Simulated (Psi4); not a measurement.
Dimer: CH4 (SMILES C) (first 5 atoms) with H2S (SMILES S); geometry from B3LYP-D3(BJ)/def2-TZVP, rigid monomers moved along the line of their centres of mass till C1···H8 is 3.45 Å.
(charge 0, multiplicity 1):
```xyz
8

C     -0.008    -0.057     0.169
H     -0.853     0.218     0.798
H     -0.216     0.225    -0.862
H      0.888     0.459     0.512
H      0.150    -1.133     0.222
S      0.486    -0.089     4.553
H      0.423     1.020     3.799
H      0.505    -0.887     3.475
```

The numbers are results of SAPT0/jun-cc-pV(D+d)Z in Psi4, not measurements.

Problem. Give the four SAPT terms and the total, and say what mostly holds the pair together.

Solution. electrostatics -7.0, exchange 10.9, induction -1.4, dispersion -15.5, total -13.1 meV; the largest attraction is dispersion.
